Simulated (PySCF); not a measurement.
C3H9ClSi, SMILES [SiH3]C[C@@H](Cl)C. Atoms are numbered in the order given.

```xyz
14

C      0.9214    -1.1797     0.9010
C      0.5868    -0.1999    -0.2123
Cl     1.9654     1.0044    -0.3643
C     -0.7201     0.5580    -0.0191
Si    -2.2898    -0.5126    -0.0159
H      0.1573    -1.9727     0.9556
H      0.9545    -0.6653     1.8738
H      1.8971    -1.6538     0.7255
H      0.5829    -0.7174    -1.1826
H     -0.6812     1.1320     0.9228
H     -0.8352     1.2977    -0.8282
H     -2.3815    -1.3544     1.2120
H     -3.4838     0.3787    -0.0747
H     -2.2941    -1.4136    -1.2069
```
Charge 0, spin multiplicity 1.

Coordinates come from a B3LYP-D3(BJ)/def2-SVP optimisation. The structure was generated by enumeration; whether it is a known compound was not checked. One conformer was computed; it need not be the lowest.

Two levels are set side by side: PBE/pcSseg-1 (PySCF) and PBE0/pcSseg-1 (PySCF). GIAO shifts against HCl (³⁵Cl), TMS (²⁹Si), TMS (¹H), TMS (¹³C) at the same level; non-relativistic, no solvent, atoms listed together averaged. Without spin–orbit terms, shifts of atoms bonded to Cl or Br come out too high at both levels. Differences are taken from unrounded values.

| quantity | PBE0 | PBE | PBE minus PBE0 |
|---|---|---|---|
| δ(¹³C) of C1 (ppm) | 29.7 | 30.5 | 0.8 |
| δ(¹³C) of C2 (ppm) | 67.7 | 71.1 | 3.4 |
| δ(³⁵Cl) of Cl3 (ppm) | 259.8 | 295.0 | 35.2 |
| δ(¹³C) of C4 (ppm) | 25.5 | 27.3 | 1.7 |
| δ(²⁹Si) of Si5 (ppm) | -68.1 | -72.1 | -4.0 |
| δ(¹H) of H9 (ppm) | 4.28 | 4.47 | 0.19 |

Rough cost on one machine, each run with all the roots and properties that it gave: PBE0 against PBE within a factor of 2.
